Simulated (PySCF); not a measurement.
Vertical excitations of a molecule C₃H₅Cl from TDA-PBE/def2-SVPD (PySCF 2.14.0), as energy in eV (oscillator strength): 6.05 (0.000), 6.24 (0.000), 6.31 (0.000), 6.47 (0.228), 7.27 (0.019), 7.40 (0.019), 7.59 (0.012), 7.59 (0.006), 7.87 (0.187), 8.08 (0.000). Lowest triplet (TDA): 4.10 eV. Coordinates come from a PBE-D3(BJ)/def2-SVP optimisation. Other conformers were not sampled.

Which structure fits?
(A) C/C=C\Cl
(B) C=C(C)Cl
(C) ClC1CC1

B, C=C(C)Cl
